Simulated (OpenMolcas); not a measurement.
Ru2+.

- Program: OpenMolcas
- Method: RASSCF
- Basis: ANO-RCC-VTZP [7s6p4d2f1g]
- Scalar Hamiltonian: DKH2, point nucleus
- Active space: 12 electrons in 8 orbitals (RAS1 4p, at most 2 holes; RAS2 4d)
- State averaging: 2S+1 = 5 even, 5 roots; 2S+1 = 3 even, 45 roots; 2S+1 = 1 even, 49 roots
- Spin-orbit coupling: RASSI with atomic mean-field integrals over the reference wave functions, term energies averaged over their components

Levels without dynamic correlation, in cm⁻¹ above 4d⁶ ⁵D₄:

```csv
Level,E
4d⁶ ³P₂(1),16855
4d⁶ ³H₆,18944
4d⁶ ³F₃(1),19908
4d⁶ ³G₅,22871
4d⁶ ³D₂,27266
```

On this reference, MS-RASPT2, IPEA 0.25 Eh, imaginary shift 0.1 Eh (closed shells correlated: 4s) puts 4d⁶ ³P₂(1) at 16140 cm⁻¹.

Problem. Estimate the other levels at that method by one scale factor, and say how well it serves.

Solution. The factor is 16140 / 16855 = 0.958. Scaled values beside those that MS-RASPT2 gives:
```
     Level  Scaled  MS-RASPT2  Miss (%)
   4d⁶ ³H₆   18148      15880     +14.3
4d⁶ ³F₃(1)   19072      17980      +6.1
   4d⁶ ³G₅   21910      19680     +11.3
   4d⁶ ³D₂   26121      23850      +9.5
```
For these levels the scaled values miss MS-RASPT2 by up to 14.3 %, as correlation changes each term by its own factor, spin-orbit parts do not scale and CASPT2 has its own spread within terms. This holds within one configuration; levels of others move differently, and the target method has errors of its own against measurement.

Term energies are means over components that CASPT2 splits; among the terms shown or strongly mixed into the levels shown the widest spread is 670 cm-1 (4d⁶ ³H, MS-RASPT2). Active for correlation alone: 4p; no level in the range computed is led by a configuration that opens it, so any true level of that kind is missing. Without dynamic correlation excited terms often stand tens of per cent too high (terms of higher spin than the ground term too low), and those without a measured partner can miss by more than the paired ones (holds for RASSCF). Only configurations of the active space appear.

A number in round brackets counts repeated terms of one configuration in the order of the reference energies.
